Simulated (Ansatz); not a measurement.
Program: Ansatz. Geometries: PBE0-D4/def2-TZVP. ΔE: electronic, gas phase. CCSD(T)/CBS is the MP2 limit (def2-TZVPP, def2-QZVPP) plus CCSD(T) − MP2 in def2-TZVPP, frozen cores. This one scheme is used for every species. Functionals use def2-TZVPP. HSE06 is defined as in plane-wave codes. For Ge outer-core shells are correlated without core-valence functions, which leaves a few kJ/mol of doubt a bond. Scalar relativity is left out up to krypton. Each species was taken in one conformer, which may not be the lowest.

Consider the cleavage of the Ge–Si bond: `[OH][GeH]([F])[SiH3]` + H₂S → `[OH][GeH]([F])[SH]` + SiH₄.

| level | ΔE (eV) |
| --- | --- |
| HSE06-D4 | -0.41 |
| PBE-QIDH | -0.47 |

Question: What does CCSD(T)/CBS give? (Best estimate.)

Answer: Computed: -0.43 eV. The listed levels differ from it by 0.02, -0.04 eV.

Largest T1 diagnostic among the species: 0.013.

Leaving LDA and LC-ωPBE aside and taking each functional with its dispersion term where it has one, the values, not all of them listed here, spread over 0.10 eV, from PBE-QIDH to PBE-D4. From PBE to PBE0 (25 % exact exchange), in def2-TZVPP and without D4, ΔE moves by −0.03 eV.
